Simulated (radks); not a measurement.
Valence configurations of Rh+ (all share [Kr]). Method: Dirac Kohn-Sham, BLYP, spin-unpolarised, spherical densities, finite nucleus; open shells fill j = l - 1/2 first; Fermi nuclear charge, rms radius 4.4945 fm; computed with a radial shooting solver on a logarithmic mesh with Libxc functionals. Energies are relative to 4d8; eigenvalues in eV.

valence,E (eV),e(4d3/2),e(4d5/2),e(5p1/2),e(5s1/2)
4d8,0.000,-13.737,-13.335,-,-
4d7.5 5s0.5,1.410,-15.212,-14.795,-,-11.550
4d7 5s1,3.257,-16.764,-16.330,-,-12.177
4d7.5 5p0.5,3.729,-15.836,-15.417,-7.297,-
4d6.5 5s1.5,5.573,-18.383,-17.933,-,-12.810
4d7 5p1,8.137,-17.975,-17.538,-8.012,-
4d6 5s2,8.389,-20.061,-19.595,-,-13.446
4d6.5 5s0.5 5p1,10.664,-19.575,-19.121,-8.410,-13.576
4d5.5 5s2 5p0.5,14.470,-22.373,-21.888,-8.935,-14.450
4d6 5p2,19.138,-22.339,-21.865,-9.358,-

NIST lists [Kr] 4d8 as the ground configuration; this level of theory agrees among the configurations tried. The energies are those of spherical spin-averaged densities, not of single terms.
